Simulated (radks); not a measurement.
Values are calculated unless marked as measured or tabulated.
Spherical quantum dot in the effective-mass picture: electrons in a parabolic well V = omega^2 r^2 / 2 with omega = 1.48, with a point charge +1 (a donor) at the centre, all in effective atomic units (hartree* = m*/eps^2 hartree, bohr* = eps/m* bohr), one dielectric constant everywhere. Level of theory: non-relativistic Kohn-Sham, PBE, spin-polarised, spherical densities (a radial shooting solver with Libxc functionals). Levels are named by radial order and angular momentum (1s, 1p, 1d, 2s, ...), and open shells are averaged over m. Results are scaled to m* = 0.142 and eps = 16.9, for which hartree* = 13.53 meV and bohr* = 6.298 nm. Each electron was tried in the lowest free levels, single moves between levels near the top were tried too, and the lowest total energy was kept; such a search can miss a lower state. At N = 1 the Hartree and exchange-correlation terms need not cancel, so that row can carry a self-interaction error.

\begin{tabular}{lrrrrrrr}
N & open shells & 2S & E (meV) & mu = E(N) - E(N-1) (meV) & addition energy mu(N+1) - mu(N) (meV) & e(HOMO) (meV) & rms radius (nm) \\ \hline
1 & 1s(up 1, down 0) & 1 & 9.16000 & 9.1600 & 15.01 & 14.974 & 5.314 \\
2 & none & 0 & 33.3297 & 24.170 & 33.66 & 29.459 & 5.693 \\
3 & 1p(up 1, down 0) & 1 & 91.1614 & 57.832 & 8.096 & 61.812 & 6.751 \\
4 & 1p(up 2, down 0) & 2 & 157.089 & 65.928 & 8.281 & 70.066 & 7.321 \\
5 & 1p(up 3, down 0) & 3 & 231.297 & 74.208 & 10.77 & 78.339 & 7.720 \\
6 & 1p(up 3, down 1) & 2 & 316.273 & 84.976 & 7.402 & 88.626 & 8.058 \\
7 & 1p(up 3, down 2) & 1 & 408.651 & 92.378 & 7.557 & 96.151 & 8.339 \\
8 & none & 0 & 508.586 & 99.935 & 20.47 & 103.71 & 8.586 \\
9 & 2s(up 1, down 0) & 1 & 628.986 & 120.40 & 7.830 & 123.79 & 8.946 \\
10 & none & 0 & 757.217 & 128.23 & 8.177 & 131.57 & 9.256 \\
11 & 1d(up 1, down 0) & 1 & 893.624 & 136.41 & 6.386 & 139.60 & 9.530 \\
12 & 1d(up 2, down 0) & 2 & 1036.42 & 142.79 & 6.360 & 145.98 & 9.774 \\
13 & 1d(up 3, down 0) & 3 & 1185.57 & 149.15 & 6.316 & 152.32 & 9.994 \\
14 & 1d(up 4, down 0) & 4 & 1341.04 & 155.47 & 6.264 & 158.61 & 10.20 \\
15 & 1d(up 5, down 0) & 5 & 1502.77 & 161.73 & 7.898 & 164.85 & 10.38 \\
16 & 1d(up 5, down 1) & 4 & 1672.40 & 169.63 & 5.944 & 172.60 & 10.57 \\
17 & 1d(up 5, down 2) & 3 & 1847.98 & 175.57 & 5.930 & 178.54 & 10.74 \\
18 & 1d(up 5, down 3) & 2 & 2029.48 & 181.50 & 5.901 & 184.46 & 10.90 \\
19 & 1d(up 5, down 4) & 1 & 2216.89 & 187.41 & 5.863 & 190.34 & 11.05 \\
20 & none & 0 & 2410.16 & 193.27 & 18.42 & 196.19 & 11.20 \\
21 & 1f(up 1, down 0) & 1 & 2621.84 & 211.69 & 5.379 & 214.38 & 11.38 \\
22 & 1f(up 2, down 0) & 2 & 2838.91 & 217.07 & 5.358 & 219.75 & 11.55 \\
23 & 1f(up 3, down 0) & 3 & 3061.33 & 222.42 & 5.333 & 225.10 & 11.72 \\
24 & 1f(up 4, down 0) & 4 & 3289.09 & 227.76 & 5.305 & 230.41 & 11.87 \\
25 & 1f(up 5, down 0) & 5 & 3522.15 & 233.06 & 5.275 & 235.70 & 12.02 \\
26 & 1f(up 6, down 0) & 6 & 3760.49 & 238.34 & 5.244 & 240.96 & 12.16 \\
27 & 1f(up 7, down 0) & 7 & 4004.07 & 243.58 & 6.671 & 246.19 & 12.30 \\
28 & 1f(up 7, down 1) & 6 & 4254.32 & 250.25 & 5.069 & 252.79 & 12.43 \\
29 & 1f(up 7, down 2) & 5 & 4509.64 & 255.32 & 5.054 & 257.85 & 12.56 \\
30 & 1f(up 7, down 3) & 4 & 4770.02 & 260.38 & 5.036 & 262.90 & 12.68 \\
31 & 1f(up 7, down 4) & 3 & 5035.43 & 265.41 & 5.015 & 267.92 & 12.80 \\
32 & 1f(up 7, down 5) & 2 & 5305.86 & 270.43 & 4.991 & 272.93 & 12.92 \\
33 & 1f(up 7, down 6) & 1 & 5581.27 & 275.42 & 4.967 & 277.91 & 13.03 \\
34 & none & 0 & 5861.66 & 280.38 & 6.231 & 282.86 & 13.14 \\
35 & 2p(up 1, down 0) & 1 & 6148.28 & 286.62 & - & 289.12 & 13.25 \\
\end{tabular}

All shells are closed at N = 2, 8, 10, 20, 34 (there: 1s2 1p6 1d10 2s2 1f14); the second difference of the energy has clear peaks (12 % above both neighbours; the first and last values, which can be the largest, are not judged, and half-filled shells can peak too) at N = 2, 5, 8, 15, 20, 27.
